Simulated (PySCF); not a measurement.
## Spinor energies of Dy (dysprosium, neutral)

Start: [Xe] 4f10 6s2; 4f5/2 filled at m_j = -5/2, -3/2, -1/2, +1/2, +3/2, +5/2; 4f7/2 filled at m_j = +1/2, +3/2, +5/2, +7/2. Calculated with PySCF 2.14 in x2c-TZVPPall-2c (11s11p10d4f2g, 140 functions): generalised Hartree-Fock with the X2C-1e Hamiltonian and a Gaussian nucleus; one run each with spin-orbit coupling (SO) switched off, then screened by Boettger's factors.

```tsv
spinor shell	electrons	ε, spin-free (eV)	ε, screened SO (eV)	weight of nominal j (screened SO)	rms radius, screened SO (bohr)
1s1/2	2	-54059.0	-54047.8	1.000	0.0240
2s1/2	2	-9126.5	-9123.0	1.000	0.0971
2p1/2	2	-8093.6	-8659.0	1.000	0.0830
2p3/2	4	-8093.6	-7853.9	1.000	0.0896
3s1/2	2	-2083.6	-2082.5	1.000	0.250
3p1/2	2	-1760.2	-1880.0	1.000	0.241
3p3/2	4	-1760.2	-1708.6	1.000	0.255
3d3/2	4	-1342.5	-1364.8	0.999	0.228
3d5/2	6	-1342.5	-1326.6	0.999	0.231
4s1/2	2	-436.53	-436.18	1.000	0.564
4p1/2	2	-327.54	-355.67	0.994	0.579
4p3/2	4	-327.54	-315.27	0.997	0.609
4d3/2	4	-175.95	-183.47	0.890	0.655
4d5/2	6	-175.95	-170.66	0.926	0.664
5s1/2	2	-59.671	-59.618	1.000	1.41
5p1/2	2	-31.501	-35.387	0.977	1.59
5p3/2	4	-31.501	-29.831	0.989	1.72
4f5/2	6	-13.854	-13.978	0.718	0.946
4f7/2	4	-13.854	-13.541	0.713	0.953
6s1/2	2	-5.093	-5.095	1.000	4.74
```

```
   quantity     spin-free   screened SO
E (hartree)  -12148.51516  -12157.48336
        M_J             8             8
       ⟨J²⟩        72.012        72.012
       ⟨L²⟩        42.004        42.757
       ⟨S²⟩         6.007         5.899
```

Each row is a mean over spinors that exchange with the open shell spreads, by up to 14.758 eV (4d5/2).

Rows whose weight is well below 1 are mixtures of j = l ± 1/2: exchange outweighs spin-orbit coupling there, and the label is only the starting occupation.

Breit and QED terms are absent; they matter most for the inner s and p1/2 levels.

Densities and radii are taken from the X2C orbitals without a picture-change correction, which distorts them close to the nucleus.

Without spin-orbit coupling the j labels of p, d and f shells carry no meaning; the spin-free column gives the mean over the occupied spinors of each nl shell.
